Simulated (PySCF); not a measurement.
`C(O)[C@@H]1C[C@H]1C(Cl)(Cl)Cl`, C5H7Cl3O

Molfile (atoms numbered from 1):
```
C5H7Cl3O
     RDKit          3D

 16 16  0  0  0  0  0  0  0  0999 V2000
    1.9092    1.6401   -0.1126 O   0  0  0  0  0  0  0  0  0  0  0  0
    1.8147    0.2477   -0.2864 C   0  0  0  0  0  0  0  0  0  0  0  0
    0.6074   -0.3452    0.4103 C   0  0  2  0  0  0  0  0  0  0  0  0
   -0.2368   -1.3827   -0.2615 C   0  0  0  0  0  0  0  0  0  0  0  0
   -0.7599    0.0160   -0.1069 C   0  0  1  0  0  0  0  0  0  0  0  0
   -1.8807    0.3310    0.8331 C   0  0  0  0  0  0  0  0  0  0  0  0
   -1.7722    2.0360    1.3575 Cl  0  0  0  0  0  0  0  0  0  0  0  0
   -1.8750   -0.6853    2.2848 Cl  0  0  0  0  0  0  0  0  0  0  0  0
   -3.4517    0.1042    0.0105 Cl  0  0  0  0  0  0  0  0  0  0  0  0
    1.8904    1.8434    0.8294 H   0  0  0  0  0  0  0  0  0  0  0  0
    2.7261   -0.2509    0.0767 H   0  0  0  0  0  0  0  0  0  0  0  0
    1.7451    0.0958   -1.3659 H   0  0  0  0  0  0  0  0  0  0  0  0
    0.7102   -0.4201    1.4864 H   0  0  0  0  0  0  0  0  0  0  0  0
   -0.6720   -2.1578    0.3490 H   0  0  0  0  0  0  0  0  0  0  0  0
    0.0329   -1.7026   -1.2559 H   0  0  0  0  0  0  0  0  0  0  0  0
   -0.7955    0.6393   -0.9924 H   0  0  0  0  0  0  0  0  0  0  0  0
  1  2  1  0
  2  3  1  0
  3  4  1  0
  4  5  1  0
  5  6  1  0
  6  7  1  0
  6  8  1  0
  6  9  1  0
  5  3  1  0
  1 10  1  0
  2 11  1  0
  2 12  1  0
  3 13  1  1
  4 14  1  0
  4 15  1  0
  5 16  1  6
M  END
```

The calculation used TDDFT CAM-B3LYP/def2-SVPD circular dichroism and optical rotation, one conformer, gas phase in PySCF. Geometry: GFN2-xTB.

The molecule is flexible and this is one conformer; a measurement averages over conformers.

Problem. Draw the ECD and absorption spectra from the lowest 12 states, each a Gaussian of half-width 0.3 eV at 1/e height.

Solution. 
| E (eV) | λ (nm) | Δε (L mol⁻¹ cm⁻¹) | ε (L mol⁻¹ cm⁻¹) |
| --- | --- | --- | --- |
| 6.02 | 206 | +0.01 | 2.48 |
| 6.17 | 201 | +0.03 | 15.1 |
| 6.32 | 196 | 0.00 | 65.6 |
| 6.47 | 192 | -0.11 | 210 |
| 6.62 | 187 | +0.12 | 509 |
| 6.77 | 183 | +1.83 | 999 |
| 6.92 | 179 | +5.34 | 1710 |
| 7.07 | 175 | +8.21 | 2470 |
| 7.22 | 172 | +7.39 | 2750 |
| 7.37 | 168 | +4.20 | 2340 |
| 7.52 | 165 | +2.56 | 2140 |
| 7.67 | 162 | +3.09 | 2760 |
| 7.82 | 159 | +3.08 | 3270 |

Δε uses R in velocity form, ε uses f in length form. Only the states computed contribute, so the short-wavelength end is incomplete.
